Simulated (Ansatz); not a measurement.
GeH8OSi2, SMILES `O[SiH2][SiH2][GeH3]`. The species carries charge 0 and has multiplicity 1. Correlated methods include outer-core shells of Ge, which these sets cover unevenly. Scalar relativity is left out up to krypton.

Cartesian coordinates in Å:
```
O 0.9543 1.7591 -1.0361
Si 0.0314 1.7154 0.3362
Si -1.1253 -0.3119 0.2590
Ge 0.3929 -2.0844 -0.2073
H 1.4977 2.5342 -1.1850
H -0.8900 2.8874 0.4026
H 0.8836 1.7663 1.5606
H -2.1883 -0.2744 -0.7831
H -1.7762 -0.5438 1.5796
H 1.5466 -2.0707 0.8101
H 0.9831 -1.9267 -1.6167
H -0.3098 -3.4506 -0.1200
```

Problem. Give the diagnostics of a CCSD(T)/def2-TZVPP run (frozen core, the Gaussian-basis code of Ansatz). (An estimate is asked.)

Solution. The calculation gave: T1 = 0.0123, largest single amplitude 0.014, largest double 0.020, (T) share of the correlation energy 3.4 %, 8 CCSD cycles. The RHF solution is stable towards an unrestricted one. T1 lies under the customary mark of 0.02 for closed shells.
